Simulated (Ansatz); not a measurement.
Reaction (atomization): `[GaH2][GaH2]` → 2 Ga• + 4 H•

Gas-phase electronic energies from Ansatz, PBE0-D4/def2-TZVP geometries. CCSD(T)/CBS is the MP2 limit (def2-TZVPP, def2-QZVPP) plus CCSD(T) − MP2 in def2-TZVPP, frozen cores. This one scheme is used for every species, atoms too. DFT in def2-TZVPP. Open shells (•) are unrestricted, without spin–orbit coupling. Spin–orbit coupling would lower the free atoms: clearly for Ga. Bonds to Ga are less sure, by a few kJ/mol each and by 10 to 20 or more in all where they break to atoms, as the def2 sets lack core-valence functions. Scalar relativity is left out up to krypton.

```tsv
level	ΔE (kcal/mol)
BHLYP	285.3
MP2/def2-SVP	273.4
```

(1) What does CCSD(T)/CBS give? (Best estimate.)

Largest T1 diagnostic among the species: 0.014.

Answers

(1) Computed: +296.2 kcal/mol. The listed levels differ from it by -10.9, -22.8 kcal/mol.

From PBE to PBE0 (25 % exact exchange), in def2-TZVPP and without D4, ΔE moves by +2.5 kcal/mol. The D4 term adds +3.8 kcal/mol with B3LYP and +2.0 kcal/mol with PBE0; it sums over pairs of atoms, weighted by their polarisabilities, and B3LYP, whose exchange is more repulsive, gets the larger term.

B3LYP here is the variant with VWN-RPA as its local correlation; programs differ in this.

For atomizations the MP2-based limit and the directly extrapolated one differ by several kJ/mol either way, and by 10 to 25 for some Ge, Se and Sn compounds, so smaller differences from it don't rank the levels.
